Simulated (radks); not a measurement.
The numbers below are computed, except where a source is named.
Excited configurations of Br23+: one electron is placed in a higher orbital outside [Ne] 3s1. The ground configuration is [Ne] 3s2. Level of theory: Dirac Kohn-Sham, PBE, spin-unpolarised, spherical densities, finite nucleus; open shells are shared between the two j in proportion to 2j + 1; Fermi nuclear charge, rms radius 4.1629 fm (a radial shooting solver on a logarithmic mesh with Libxc functionals). Excitation = E - E(ground); binding = E(ion) - E, where the ion is the core of charge +24; n* = 24/sqrt(2 binding) in atomic units. These energies are relativistic, and a one-electron ion of charge +24 with no core already has n* below n in this formula (Dirac formula, point nucleus, mean over j: 3p 2.994, 3d 2.998, 4s 3.987, 4p 3.993, 4d 3.997, 5d 4.996, 6s 5.986, 6f 5.998, 7p 6.991, 7f 6.997). The quantum defect is therefore taken as that value minus n*, so that it holds no relativistic shift of the bare ion.

outer orbital,excitation (eV),binding (eV),n*,quantum defect
3p,61.189,1011.5,2.784,0.210
3d,143.42,929.23,2.904,0.094
4s,502.60,570.05,3.708,0.280
4p,527.29,545.36,3.791,0.202
4d,558.11,514.55,3.903,0.094
5d,745.40,327.25,4.894,0.103
6s,831.26,241.39,5.698,0.289
6f,851.40,221.25,5.952,0.046
7p,901.98,170.67,6.776,0.215
7f,910.05,162.60,6.942,0.055

The Delta-SCF ionisation energy is 1072.7 eV (NIST Atomic Spectra Database: 1071 eV, semi-empirical). Self-interaction in the functional shifts the binding energies and quantum defects, so they are the method's values and not measured ones. Spin polarisation and multiplet splitting are left out, so open shells lie too high by an amount that depends on their filling.

Beside tabulated values, note that spin-unpolarised runs miss the spin-polarisation part of the exchange energy of open shells.
